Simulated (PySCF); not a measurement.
**Atomic charges by several schemes**

(NaH)4 cube, Na₄H₄.
Z-matrix (Å and degrees, PBE0-D3(BJ)/def2-SVP geometry), rows numbered from 1:
```
Na
H   1  2.2248
Na  2  2.2196  1   87.37
H   3  2.2177  2   92.59  1    -2.32
Na  4  2.2183  1   87.61  2   -89.91
H   5  2.2198  4   92.44  1    -2.42
Na  2  2.2127  1   87.56  3    87.62
H   5  2.2160  4   92.41  1    90.22
```

Density: PBE0/pcSseg-1 (PySCF); schemes: Mulliken, IAO, Hirshfeld and ESP-fitted. Isolated species at its PBE0-D3(BJ)/def2-SVP geometry, gas phase.

Atoms with like bonding are taken together and averaged. Do the Mulliken, IAO, Hirshfeld and ESP-fitted schemes agree on where the charge is highest?

All schemes agree: Mulliken Na1/Na3/Na5/Na7 (+0.570); IAO Na1/Na3/Na5/Na7 (+0.625); Hirshfeld Na1/Na3/Na5/Na7 (+0.356); ESP-fitted Na1/Na3/Na5/Na7 (+0.785).

At which atom do the 4 schemes differ most?

At Na1/Na3/Na5/Na7 and H2/H4/H6/H8: from +0.356 (Hirshfeld) to +0.785 e (ESP-fitted), 0.429 e apart.

Give the atomic charges in each scheme.

In e; atoms taken as equivalent share a row and are averaged (×n: the atom named and its like, n in all):

```csv
atom,environment,Mulliken,IAO,Hirshfeld,ESP-fitted
Na1/Na3/Na5/Na7,sodium bonded to 3 H,+0.570,+0.625,+0.356,+0.785
H2/H4/H6/H8,hydrogen bonded to 3 Na,-0.570,-0.625,-0.356,-0.785
```

Mean size of the charges over all atoms: ESP-fitted 0.785 e, IAO 0.625 e, Mulliken 0.570 e, Hirshfeld 0.356 e. Each set sums to the total charge, 0, to within 0.003 e. The Hirshfeld scheme weights the molecular density at each point by an atom's share of the summed free-atom densities.

How many electrons does the Mulliken scheme count on Na7?

Its own charge is +0.570 e, so Z − q = 10.430.

Sum the charges by element.

| element | atoms | Mulliken | IAO | Hirshfeld | ESP-fitted |
| --- | --- | --- | --- | --- | --- |
| Na | 4 | +2.279 | +2.500 | +1.423 | +3.140 |
| H | 4 | -2.279 | -2.500 | -1.426 | -3.140 |
